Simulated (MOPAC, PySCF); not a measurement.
C$_{3}$H$_{4}$Cl$_{2}$, SMILES `C(/C)(Cl)=C/Cl`, neutral singlet in the gas phase. 

Z-matrix (Å, degrees):
```
C
C 1 1.3268
H 2 1.0783 1 122.98
C 1 1.4873 2 128.40 3 180.00
H 4 1.0878 1 110.61 2 0.00
H 4 1.0918 5 109.09 1 121.43
H 4 1.0918 5 109.09 6 117.13
Cl 2 1.7343 3 113.81 1 180.00
Cl 1 1.7528 2 116.93 3 0.00
```
Charge 0, spin multiplicity 1.

All levels are single points at this geometry (B3LYP-D3(BJ)/def2-TZVP); Pople sets use spherical d functions. Orbital energies aren't observables, and empty levels follow the basis.

HF/STO-3G in PySCF gives dipole (D) = 0.75.

Problem. Estimate the dipole (D) from each of these levels: M06-2X/def2-TZVP in PySCF; PBE-D3(BJ)/def2-TZVP in PySCF; B3LYP/LANL2DZ in PySCF; PBE/6-31G* in PySCF; PM3 in MOPAC.

Solution. 
| level | dipole (D) |
|---|---|
| M06-2X/def2-TZVP in PySCF | 0.75 |
| PBE-D3(BJ)/def2-TZVP in PySCF | 0.74 |
| B3LYP/LANL2DZ in PySCF | 0.87 |
| PBE/6-31G* in PySCF | 0.76 |
| PM3 in MOPAC | 0.47 |
